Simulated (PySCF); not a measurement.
C2H6FGeO2P.
SMILES: `[F][Ge]1([PH2])[O]CC[O]1`

All values: B3LYP/def2-SVPD (PySCF, non-relativistic), on one gas-phase PBE0-D3(BJ)/def2-SVP geometry that isn't relaxed in the solvent. The solvent is an IEF-PCM continuum (cavity from Bondi-type radii × 1.2), and excitations are vertical TDDFT with non-equilibrium linear response and a frozen core. Specific hydrogen bonds and non-electrostatic terms are outside this model. Spin–orbit coupling is left out although an atom past zinc is present.

Gas-phase singlets (H = HOMO, L = LUMO):

```json
{"state": "S1", "E (eV)": "5.823", "λ (nm)": "213", "f": "0.001", "leading configurations": "H→L 98%"}
{"state": "S2", "E (eV)": "6.423", "λ (nm)": "193", "f": "0.004", "leading configurations": "H→L+1 82%, H-2→L 14%"}
{"state": "S3", "E (eV)": "6.537", "λ (nm)": "190", "f": "0.049", "leading configurations": "H-2→L 51%, H-1→L 34%"}
{"state": "S4", "E (eV)": "6.611", "λ (nm)": "188", "f": "0.137", "leading configurations": "H-1→L 40%, H-1→L+1 28%"}
{"state": "S5", "E (eV)": "6.675", "λ (nm)": "186", "f": "0.082", "leading configurations": "H-1→L+1 67%, H-1→L 13%"}
```

Problem. What are the lowest 5 singlets in tetrahydrofuran (ε = 7.426)?

Solution. 
```json
{"state": "S1", "E (eV)": "5.902", "λ (nm)": "210", "f": "0.004", "leading configurations": "H→L 98%", "change by rank (eV)": "+0.079"}
{"state": "S2", "E (eV)": "6.445", "λ (nm)": "192", "f": "0.274", "leading configurations": "H-1→L 80%, H-2→L 11%", "change by rank (eV)": "+0.022"}
{"state": "S3", "E (eV)": "6.556", "λ (nm)": "189", "f": "0.074", "leading configurations": "H-2→L 63%, H→L+1 21%", "change by rank (eV)": "+0.019"}
{"state": "S4", "E (eV)": "6.673", "λ (nm)": "186", "f": "0.000", "leading configurations": "H→L+1 71%, H-2→L 24%", "change by rank (eV)": "+0.062"}
{"state": "S5", "E (eV)": "6.740", "λ (nm)": "184", "f": "0.006", "leading configurations": "H-1→L+1 95%", "change by rank (eV)": "+0.065"}
```

Problem. What are the lowest 5 singlets in dichloromethane (ε = 8.93)?

Solution. 
```csv
state,E (eV),λ (nm),f,leading configurations,change by rank (eV)
S1,5.904,210,0.004,H→L 98%,+0.081
S2,6.438,193,0.279,"H-1→L 81%, H-2→L 10%",+0.015
S3,6.559,189,0.072,"H-2→L 66%, H→L+1 20%",+0.022
S4,6.679,186,0.000,"H→L+1 71%, H-2→L 23%",+0.068
S5,6.744,184,0.006,H-1→L+1 94%,+0.069
```

Problem. How do the frontier levels move from gas to dichloromethane?

Solution. 
```json
{"orbital": "LUMO+2", "gas (eV)": "-0.25", "solvent (eV)": "0.02", "change (eV)": "+0.27"}
{"orbital": "LUMO+1", "gas (eV)": "-0.52", "solvent (eV)": "-0.21", "change (eV)": "+0.31"}
{"orbital": "LUMO", "gas (eV)": "-1.05", "solvent (eV)": "-0.90", "change (eV)": "+0.15"}
{"orbital": "HOMO", "gas (eV)": "-7.84", "solvent (eV)": "-7.78", "change (eV)": "+0.06"}
{"orbital": "HOMO-1", "gas (eV)": "-8.27", "solvent (eV)": "-8.08", "change (eV)": "+0.19"}
{"orbital": "HOMO-2", "gas (eV)": "-8.59", "solvent (eV)": "-8.47", "change (eV)": "+0.12"}
{"orbital": "HOMO-3", "gas (eV)": "-9.05", "solvent (eV)": "-8.94", "change (eV)": "+0.11"}
```

The HOMO–LUMO gap goes from 6.79 to 6.87 eV.
